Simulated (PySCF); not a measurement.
## TDDFT excited states: C6H13As

Species: C6H13As.
InChI=1S/C6H13As/c1-3-5-6(7)4-2/h3,6H,1,4-5,7H2,2H3/t6-/m0/s1

Level of theory: TDDFT PBE0/def2-SVPD, vertical, gas phase, core orbitals frozen in the response in PySCF. The structure is a single PBE0-D3(BJ)/def2-SVP conformer in the gas phase; no vibrational or solvent corrections. The PBE0/def2-SVPD calculation is non-relativistic and has no spin–orbit coupling, an omission that weighs most on arsenic. Torsions of this conformer, `[CH2:1]=[CH:2][CH2:3][C@@H:4]([AsH2:5])[CH2:6][CH3:7]`: C1–C2–C3–C4 115°, C2–C3–C4–As5 62°, C3–C4–C6–C7 65°, H–As5–C4–C3 80°, H–As5–C4–C3 172°.

Task: List the vertical singlet excitations with oscillator strengths and describe the spectrum.

Result: 

```csv
state,E (eV),λ (nm),f,|μ| (D),"main configurations (H = HOMO, L = LUMO)"
S1,6.06,204.7,0.051,1.49,H→L (94%)
S2,6.33,195.8,0.036,1.23,H→L+1 (92%)
S3,6.70,185.1,0.033,1.15,H→L+2 (90%)
S4,6.82,181.8,0.063,1.56,"H-1→L (44%), H-1→L+1 (42%)"
S5,6.83,181.6,0.157,2.46,"H→L+4 (55%), H→L+3 (29%)"
S6,7.14,173.7,0.178,2.56,"H-1→L (33%), H-1→L+1 (32%), H-1→L+2 (27%)"
S7,7.18,172.7,0.0082,0.55,"H→L+3 (57%), H→L+4 (31%)"
S8,7.36,168.4,0.063,1.51,"H-1→L+3 (67%), H-1→L+5 (12%)"
S9,7.51,165.1,0.056,1.41,"H-1→L+2 (31%), H→L+5 (24%), H→L+6 (16%)"
S10,7.53,164.7,0.093,1.80,"H→L+5 (40%), H-1→L+2 (23%), H-1→L+3 (10%)"
```

Triplets (Tamm–Dancoff): T1 4.31 eV, H-1→L (69%), H-1→L+1 (18%); T2 5.21 eV, H→L (44%), H→L+1 (35%); T3 5.47 eV, H→L+2 (54%), H→L+1 (21%), H→L+3 (10%); T4 6.22 eV, H→L (37%), H→L+4 (26%), H→L+2 (15%).

The lowest singlet lies at 6.06 eV (205 nm, ultraviolet) and is of moderate strength; its leading configuration is HOMO→LUMO (94%). The strongest level in the table is S6 at 7.14 eV (174 nm, f = 0.178). S4/S5 lie within about 0.01 eV of each other. Löwdin shares by element: HOMO arsenic 59%, hydrogen 12% or more, carbon 12% or more (atoms not listed hold the other 16%); LUMO carbon 47% or more, arsenic 14%, hydrogen 5% or more (atoms not listed hold the other 34%). The listed states span 1.47 eV, and the widest gap between neighbours is 0.37 eV (S2 to S3). Weighted by f, the mean energy of these states is 7.01 eV. The oscillator strengths of these states sum to 0.739; summed over the whole spectrum of an exact calculation they would give the number of electrons, 82 (Thomas–Reiche–Kuhn). All these states lie below the vertical ionisation energy of 8.96 eV (ΔSCF). Only the lowest 10 singlets were computed, as vertical energies without vibronic structure.
